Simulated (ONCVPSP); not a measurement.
## Building the ONCV potential for iodine (I) (PBE, scalar-relativistic).

ONCVPSP 4.0.1 input, shortened (lines: element, Z, core and valence counts, functional; n l f; lmax; l rc ep ncon nbas qcut; lloc lpopt rc5 dvloc0; l nproj debl; icmod fcfact rcfact), PBE, scalar-relativistic:

```
  I 53.00    8    3        4      upf
    1    0    2.00
    2    0    2.00
    2    1    6.00
    3    0    2.00
    3    1    6.00
    3    2   10.00
    4    0    2.00
    4    1    6.00
    4    2   10.00
    5    0    1.75
    5    1    5.25
    2
    0    1.85    0.00    5    9    3.70
    1    1.80    0.00    4    7    4.40
    2    1.15    0.00    3    7   13.40
    4    5    1.00    0.00
    0    1    2.00
    1    2    3.30
    2    2    3.00
    0    0.00    0.00
```

All-electron outer shells of the reference configuration (PBE, scalar-relativistic, ld1.x):

```tsv
shell	level (eV)	outermost node (bohr)	outermost maximum (bohr)
4s	-180.94	0.37	0.68
4p	-127.92	0.37	0.72
4d	-50.61	0.35	0.78
5s	-17.59	0.88	1.70
5p	-7.22	0.96	2.02
```

What the tests gave:

```json
{
 "Cutoffs needed": "57 Ha and 67 Ha (the cutoffs (Ha) at which the residual kinetic energy of the hardest occupied pseudo-wave falls to 1 and 0.1 mHa per electron)",
 "Ghost test": "ghosts flagged at negative energy: s at -321.0 eV; GHOST(+) flagged for p at 3.8 eV; a true bound ghost makes a file unfit for plane-wave use",
 "Configuration tests": "1 of 4 tests not solved or not reliable"
}
```

Generation and tests took about 3.3 s on one core of a shared server CPU.
